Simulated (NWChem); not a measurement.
Everything below was run with NWChem. System: BrFPb, charge 0, spin multiplicity 1, displaced from the optimised geometry. The structure started from a generated list of species.

The NWChem input:

```
start mol
memory heap 100 mb stack 700 mb global 1900 mb
geometry units angstroms nocenter noautoz noautosym
  Pb    -0.566937    -0.453266     0.000000
  F      0.571015    -1.806306     0.000000
  Br     1.129783     1.587814     0.000000
end
basis spherical
  * library def2-svp
end
ecp
  Pb library def2-ecp
end
scf
  rhf
  nopen 0
  maxiter 100
  thresh 1e-7
  semidirect memsize 60000000 filesize 0
end
tce
  freeze core 14
  cr-ccsd(t)
  2eorb
  2emet 13
  thresh 1e-6
  maxiter 100
  tilesize 24
end
task tce energy
```

The output up to the point where the run's verdict is printed (cleaned and shortened):

```
             Northwest Computational Chemistry Package (NWChem) 7.3.0
             --------------------------------------------------------

                                NWChem Input Module
                                -------------------

 Scaling coordinates for geometry "geometry" by  1.889725989
 (inverse scale =  0.529177249)

                             Geometry "geometry" -> ""
                             -------------------------

 Output coordinates in angstroms (scale by  1.889725989 to convert to a.u.)

  No.       Tag          Charge          X              Y              Z
 ---- ---------------- ---------- -------------- -------------- --------------
    1 Pb                  82.0000    -0.56693700    -0.45326600     0.00000000
    2 F                    9.0000     0.57101500    -1.80630600     0.00000000
    3 Br                  35.0000     1.12978300     1.58781400     0.00000000

 Effective nuclear repulsion energy (a.u.)     841.5534895122

            Nuclear Dipole moment (a.u.)
            ----------------------------
        X                 Y               Z
 ---------------- ---------------- ----------------
    -3.4152904408     4.0608775303     0.0000000000


 Summary of "ao basis" -> "" (spherical)
 ------------------------------------------------------------------------------
       Tag                 Description            Shells   Functions and Types
 ---------------- ------------------------------  ------  ---------------------
 *                          def2-svp                  on all atoms

 Summary of "ao basis" -> "ao basis" (spherical)
 ------------------------------------------------------------------------------
       Tag                 Description            Shells   Functions and Types
 ---------------- ------------------------------  ------  ---------------------
 Pb                         def2-svp                10       26   4s4p2d
 F                          def2-svp                 6       14   3s2p1d
 Br                         def2-svp                12       32   5s4p3d

                                 NWChem SCF Module
[...]
     2   0 2 0    -43.331473      0.000000    436.116012
     2   0 1 1     -0.000000      0.000000      0.000000
     2   0 0 2    -34.522569      0.000000      0.000000

                   NWChem Extensible Many-Electron Theory Module
                   ---------------------------------------------


            General Information
            -------------------
      Number of processors :     1
         Wavefunction type : Restricted Hartree-Fock
          No. of electrons :    66
           Alpha electrons :    33
            Beta electrons :    33
           No. of orbitals :   144
            Alpha orbitals :    72
             Beta orbitals :    72
        Alpha frozen cores :    14
         Beta frozen cores :    14
     Alpha frozen virtuals :     0
      Beta frozen virtuals :     0
         Spin multiplicity : singlet
    Number of AO functions :    72
       Number of AO shells :    28
        Use of symmetry is : off
      Symmetry adaption is : off
         Schwarz screening : 0.10D-09

          Correlation Information
          -----------------------
          Calculation type : Coupled-cluster singles & doubles w/ perturbation
   Perturbative correction : Completely renormalized (T)
            Max iterations :      100
        Residual threshold : 0.10D-05
     T(0) DIIS level shift : 0.00D+00
     L(0) DIIS level shift : 0.00D+00
     T(1) DIIS level shift : 0.00D+00
     L(1) DIIS level shift : 0.00D+00
     T(R) DIIS level shift : 0.00D+00
     T(I) DIIS level shift : 0.00D+00
   CC-T/L Amplitude update :  5-th order DIIS
                I/O scheme : Global Array Library
        L-threshold :  0.10D-05
        EOM-threshold :  0.10D-05
 no EOMCCSD initial starts read in
 TCE RESTART OPTIONS
 SLICE:      F
 D4D5:       F
 quantumc:   F
 qrotation:  F
 pwtce:      F
 qducc:      F
 nacto:                         0
 nrotv:                         0
 nrot:                          0

            Memory Information
            ------------------
          Available GA space size is     249031616 doubles
          Available MA space size is     104844668 doubles

 Maximum block size supplied by input
 Maximum block size        24 doubles

 tile_dim =     20

 -------------------------------------------------

 Global array virtual files algorithm will be used

 Parallel file system coherency ......... OK

 4-electron integrals stored in orbital form

 v2    file size   =          2935406
 4-index algorithm nr.  13 is used
 imaxsize =       30
 imaxsize ichop =        0


CCSD iterations
 ---------------------------------------------------------
 Iter          Residuum       Correlation     Cpu    Wall
 ---------------------------------------------------------
    1   0.1562627866082  -0.5001823440724     1.8     1.8
    2   0.0357272211509  -0.5002830169724     1.9     1.9
    3   0.0115876421392  -0.5073688825667     1.8     1.8
    4   0.0052439335477  -0.5080453787127     1.8     1.8
    5   0.0019805038095  -0.5087638880537     1.8     1.8
    6   0.0008406025479  -0.5089567719282     1.8     1.8
    7   0.0004837478536  -0.5089737554242     1.9     1.9
    8   0.0002321175015  -0.5089858860954     2.0     2.0
    9   0.0001619700085  -0.5089871958775     1.9     1.9
   10   0.0000842509416  -0.5089946158732     1.9     1.9
   11   0.0000215888349  -0.5090002031592     2.0     2.0
   12   0.0000109781522  -0.5089991210034     2.0     2.0
   13   0.0000065004476  -0.5089991568860     2.0     2.0
   14   0.0000041125715  -0.5089989749256     1.9     1.9
   15   0.0000025920522  -0.5089989586073     2.1     2.1
   16   0.0000004597905  -0.5089988841677     2.1     2.1
 -----------------------------------------------------------------
 Iterations converged
 CCSD correlation energy / hartree =        -0.508998884167719
 CCSD total energy / hartree       =     -2863.839298897679782

 Singles contributions

 Doubles contributions
 CR-CCSD(T)
```

The run crashed. NWChem stopped with the message: ccsd_t 1.
